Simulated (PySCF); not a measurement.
**How methods differ on the ionisation energy of Ir⁴¹⁺**

Ir⁴¹⁺ [Kr] → Ir⁴²⁺ [Ar] 3d10 4s2 4p5 [4p1/2^2 4p3/2^3, M_J = 3/2], as a difference of total energies. All numbers are calculated (PySCF 2.14, the two-component X2C-1e Hamiltonian, in an uncontracted even-tempered set (16 s from 5 bohr⁻², ratio 2.8; 14 p from 6.5 bohr⁻², ratio 2.8; 8 d from 12 bohr⁻², ratio 2.8; 4 f from 32 bohr⁻², ratio 3)). Correlated levels: [Ne] frozen; the 78 highest virtual spinors dropped. "Screened" scales the spin-orbit matrix elements by Boettger's factors to mimic the two-electron term; Breit and QED terms are absent.

```csv
method,ionisation energy (eV)
GHF (spin-free),2111.0
GMP2 (spin-free),2112.3
GHF (screened spin-orbit),2076.6
GMP2 (screened spin-orbit),2078.0
```

Breit and QED terms and the two-electron picture change are absent.

The spin-free rows lack the spin-orbit shift.

For comparison: 2083 ± 4 eV (theoretical estimate listed by NIST; NIST Atomic Spectra Database, ionization energies).
